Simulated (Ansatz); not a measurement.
(1) Predict a relaxed structure of Sn(OH)H3 (SnOH₄), charge 0, singlet, at PBE0-D4/def2-TZVP (Ansatz).

Results:

(1) 
```xyz
6

Sn   -0.483   -0.051   -0.094
O     1.338    0.673    0.101
H     1.967    0.031    0.435
H    -1.030   -0.562    1.443
H    -0.431   -1.363   -1.188
H    -1.362    1.272   -0.697
```
Point group Cs (tolerance 0.1 Å). This is one stationary point.

In the def2 sets Sn takes a core potential; there is no spin–orbit coupling.
